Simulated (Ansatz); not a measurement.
`B[SiH]1BS1` + `N[AsH2]` → `B[AsH]N` + `B1[SiH2]S1` at 500 K and 1 bar (cleavage of the B–Si bond).

Computed with Ansatz on PBE0-D4/def2-TZVP structures; ΔE is electronic, products minus reactants. CCSD(T)/CBS is the MP2 limit (def2-TZVPP, def2-QZVPP) plus CCSD(T) − MP2 in def2-TZVPP, frozen cores. For As outer-core shells are correlated without core-valence functions, which leaves a few kJ/mol of doubt a bond. Scalar relativity is left out up to krypton. Each species was taken in one conformer, which may not be the lowest.

```json
{"species": "`B[SiH]1BS1`", "CCSD(T)/CBS energy (Eh)": "-738.82401", "H − E (kJ/mol)": "153.2", "S (J/(mol·K))": "373.8"}
{"species": "`N[AsH2]`", "CCSD(T)/CBS energy (Eh)": "-2292.09958", "H − E (kJ/mol)": "135.7", "S (J/(mol·K))": "301.1"}
{"species": "`B[AsH]N`", "CCSD(T)/CBS energy (Eh)": "-2317.47891", "H − E (kJ/mol)": "179.8", "S (J/(mol·K))": "354.1"}
{"species": "`B1[SiH2]S1`", "CCSD(T)/CBS energy (Eh)": "-713.45359", "H − E (kJ/mol)": "109.5", "S (J/(mol·K))": "317.2"}
```

H − E and S are ideal-gas, rigid-rotor, harmonic terms from PBE0-D4/def2-TZVP, for one conformer and one mirror image of each species. 1 Eh = 2625.50 kJ/mol, R = 8.31446 J/(mol·K).

Question: By hand: ΔE, ΔH, ΔS and ΔG.

Answer: ΔE = (-2317.47891) + (-713.45359) − (-738.82401) − (-2292.09958) = -0.00891 Eh = -23.4 kJ/mol. Δ(H − E) = 179.8 + 109.5 − 153.2 − 135.7 = 0.4, so ΔH = -23.0 kJ/mol. ΔS = 354.1 + 317.2 − 373.8 − 301.1 = -3.6 J/(mol·K). ΔG = -23.0 − 500 × (-3.6)/1000 = -21.2 kJ/mol.

Question: By hand: the equilibrium constant, and the temperature at which ΔG would vanish if ΔH and ΔS stayed fixed.

Answer: log₁₀ K = −ΔG/(RT ln 10) = 2.2. ΔG = 0 at ΔH/ΔS = 6389 K, far beyond where these terms or the molecules hold.

The number of gas molecules stays the same, so ΔS is small and ΔH decides. A doubt of 5 kJ/mol in ΔE shifts log₁₀ K by 0.5 here. Other conformers and mirror images would add mixing entropy, several J/(mol·K) or more a flexible species. These are equilibria of isolated gas molecules and say nothing of rates. Largest T1 diagnostic: 0.020 (customary marks: 0.02 for closed shells, 0.045 for open ones).
